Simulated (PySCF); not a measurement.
Problem. Give a GFN2-xTB geometry of `O=C(O)/C=C/C(F)(F)F`.

Solution. 
```
atom  x, y, z in Å
O1    -2.1057   -0.9707   -0.6382
C2    -1.7919   -0.0931    0.1193
O3    -2.6686    0.6737    0.7674
C4    -0.3942    0.2826    0.4596
C5     0.6283   -0.3660   -0.0799
C6     2.0610   -0.0424    0.2166
F7     2.7092   -1.0974    0.7356
F8     2.7302    0.3040   -0.8946
F9     2.2081    0.9655    1.0848
H10   -3.5796    0.4247    0.5430
H11   -0.2757    1.0983    1.1571
H12    0.4801   -1.1800   -0.7761
```

Orientation and origin are arbitrary. Atoms count from 1 in this order. The 3 C–C bonds span 1.326 Å (C4=C5, drawn double) to 1.498 Å (C5–C6, drawn single), a spread of 0.172 Å. The C–O distances run from 1.201 Å (O1=C2, drawn double) to 1.333 Å (C2–O3, drawn single), a spread of 0.132 Å. Of the pairs four or more bonds apart, F9···H11 is among the closest relative to their van der Waals radii: 2.49 Å, 93 % of the sum of Bondi's values.

Bonds between heavy atoms (Å): O1=C2 1.201, C2–O3 1.333, C2–C4 1.487, C4=C5 1.326, C5–C6 1.498, C6–F7 1.343, C6–F8 1.343, C6–F9 1.338.

Structure optimised with GFN2-xTB, isolated species.

Point group: Cs (every atom within 0.08 Å of its image). Whether it is a minimum is left open (no frequencies). The numbers are those of one conformer (O1–C2–O3–H 0°, O1–C2–C4–C5 0°).

The numbers are calculated, not measured.
